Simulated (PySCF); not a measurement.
These 2 structures share the formula C3H13NSi2. Method: PBE0-D3(BJ)/def2-SVP geometry optimisation, gas phase (PySCF). Energies are electronic, without zero-point or thermal terms, for one conformer each. No frequencies were run at this level. Point groups hold within 0.08 Å.

Problem. Order them by energy at this level, lowest first, and give relative energies in kcal/mol.
A. `[CH3:1][NH:2][SiH2:3][CH2:4][CH2:5][SiH3:6]` with C1–N2–Si3–C4 165°, N2–Si3–C4–C5 -179°, Si3–C4–C5–Si6 -179°
B. `[CH3:1][CH:2]([CH3:3])[N:4]([SiH3:5])[SiH3:6]` with C1–C2–N4–Si5 133°

Solution. B (0.0), A (9.6).

As drawn, the higher has an N–H bond and an Si–C bond, which the lower lacks.

```
              SMILES      E (Eh)  E rel (kcal/mol)  dipole (D)  point group       A, B, C (MHz)
CC(C)N([SiH3])[SiH3]  -755.14863               0.0        1.13           C1    2338, 1831, 1326
    CN[SiH2]CC[SiH3]  -755.13340               9.6        1.31           C1  9881, 651.1, 628.8
```
